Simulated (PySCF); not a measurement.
C3H3Cl2F, SMILES F[C@@H]1CC1(Cl)Cl. Atoms are numbered in the order given.

```xyz
9

F     -1.9527    -0.5306    -1.0285
C     -1.3861    -0.0002     0.0859
C     -0.7737     1.3793    -0.0032
C      0.1138     0.1632     0.1339
Cl     1.0417    -0.3620    -1.2704
Cl     0.9222    -0.1131     1.6870
H     -1.8911    -0.3143     1.0163
H     -0.8637     2.0612     0.8564
H     -0.7808     1.8519    -0.9979
```

Geometry optimised at PBE-D3(BJ)/def2-SVP. The structure was generated by enumeration; whether it is a known compound was not checked.

Calculation: PBE-D3(BJ)/def2-SVP in PySCF 2.14.0.

Frequencies are harmonic and unscaled.

Computed vibrational spectrum:
| mode | ν (cm⁻¹) | IR (km/mol) | moving atoms (share of kinetic energy) |
|---|---|---|---|
| 1 | 160 | 1.8 | F 46 %, Cl 41 % |
| 2 | 204 | 1.5 | F 36 %, Cl 28 %, C 27 %, H 10 % |
| 3 | 255 | 2.1 | Cl 68 %, C 22 % |
| 4 | 313 | 0.2 | Cl 42 %, C 32 %, F 16 %, H 10 % |
| 5 | 435 | 2.4 | H 41 %, C 36 %, F 17 % |
| 6 | 461 | 4.5 | C 45 %, Cl 35 %, H 12 %, F 9 % |
| 7 | 545 | 25.1 | C 53 %, Cl 30 %, H 10 % |
| 8 | 732 | 54.1 | C 49 %, H 37 %, Cl 13 % |
| 9 | 789 | 11.3 | H 50 %, C 35 %, F 15 % |
| 10 | 905 | 21.0 | C 66 %, H 32 % |
| 11 | 954 | 4.8 | C 66 %, H 31 % |
| 12 | 991 | 16.4 | H 51 %, C 48 % |
| 13 | 1039 | 44.4 | H 49 %, C 48 % |
| 14 | 1061 | 33.4 | H 59 %, C 40 % |
| 15 | 1152 | 48.5 | C 59 %, H 22 %, F 19 % |
| 16 | 1219 | 18.2 | H 64 %, C 31 % |
| 17 | 1328 | 10.5 | H 81 %, C 18 % |
| 18 | 1406 | 49.7 | C 63 %, H 36 % |
| 19 | 3070 | 0.3 | H 95 % |
| 20 | 3089 | 5.1 | H 92 %, C 8 % |
| 21 | 3177 | 1.6 | H 89 %, C 11 % |
